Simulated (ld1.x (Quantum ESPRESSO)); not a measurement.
# selenium, PAW: configuration errors across variants

```
Element                 : Se
Generator               : ld1.x (Quantum ESPRESSO) 7.5
Type                    : PAW
Functional              : PBEsol
Relativity              : scalar-relativistic
Frozen core             : [Ar] 3d10
Valence charge          : 6
Reference configuration : 4s2 4p4
Partial waves           : 4s (bound): rcut 1.25, rcutus 1.35 bohr; 4s channel at 1.35 Ry: rcut 1.25, rcutus 1.35 bohr; 4p (bound): rcut 1.20, rcutus 1.65 bohr; 4p channel at -0.1 Ry: rcut 1.20, rcutus 1.65 bohr
Local potential         : all-electron potential smoothed inside 1.55 bohr (lloc = -2)
Core correction         : Bessel-smoothed model core inside 0.95 bohr
Augmentation charge     : PSQ, inside the norm-conserving radii
```

All-electron excitation energies from the reference (eV): (1) 4s2 4p3 10.850; (2) 4s2 4p2 31.217; (3) 4s2 4p1 62.118; (4) 4s1 4p5 10.888; (5) 4s0 4p6 21.980; (6) 4s2 4p3.5 4.310; (7) 4s2 4p4.3 -1.592.

3 further variants failed, have other tests or too few solved ones, and are left out.

Errors AE − PS in meV (a dash: test not solved or not reliable):

```tsv
change	(1)	(2)	(3)	(4)	(5)	(6)	(7)	bound ghosts
base	-4.5	-28	-102	-6.0	-22	-1.2	+0.2	none
waves 4s (bound): rcut 1.25, rcutus 1.50 bohr; 4s channel at 1.35 Ry: rcut 1.25, rcutus 1.50 bohr	-4.5	-28	-103	-6.1	-22	-1.2	+0.2	none
waves 4s (bound): rcut 1.25, rcutus 1.68 bohr; 4s channel at 1.35 Ry: rcut 1.25, rcutus 1.68 bohr	-4.5	-28	-103	-6.0	-22	-1.2	+0.2	none
waves 4s (bound): rcut 1.25, rcutus 1.82 bohr; 4s channel at 1.35 Ry: rcut 1.25, rcutus 1.82 bohr	-4.5	-28	-102	-6.0	-22	-1.2	+0.2	none
```

(1) Give the same row for: waves 4s (bound): rcut 1.25, rcutus 1.94 bohr; 4s channel at 1.35 Ry: rcut 1.25, rcutus 1.94 bohr.

Answers

(1) -4.5, -28, -102, -5.9, -22, -1.2, +0.2; bound ghosts: none.
